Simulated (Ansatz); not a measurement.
Mulliken charges of CHClGaN, SMILES `N#[C][GaH][Cl]` from ωB97M-V/def2-TZVPP in Ansatz (PBE0-D4/def2-TZVP geometry).

```json
{"atom": "N1", "x (Å)": "1.283", "y (Å)": "-1.537", "z (Å)": "1.399", "charge (e)": "-0.023"}
{"atom": "C2", "x (Å)": "0.710", "y (Å)": "-0.785", "z (Å)": "0.739", "charge (e)": "-0.226"}
{"atom": "Ga3", "x (Å)": "-0.212", "y (Å)": "0.511", "z (Å)": "-0.361", "charge (e)": "0.442"}
{"atom": "Cl4", "x (Å)": "-2.031", "y (Å)": "-0.203", "z (Å)": "-1.187", "charge (e)": "-0.213"}
{"atom": "H5", "x (Å)": "0.300", "y (Å)": "1.940", "z (Å)": "-0.631", "charge (e)": "0.019"}
```

Task: By hand: the dipole of these point charges (1 e Å = 4.8032 D).

Result: Σ q r = (0.155, 0.519, -0.118) e Å, of length 0.554 e Å = 2.66 D.

Task: How does the dipole of the full density compare? (An estimate is asked.)

Result: Computed: (-0.085, 0.595, -0.296) e Å, 3.22 D; the point charges give 0.83 times that, at 27° from its direction.

Point charges leave out the atoms' own dipoles, such as those of lone pairs, and Mulliken's split depends on the basis, so the two needn't agree.
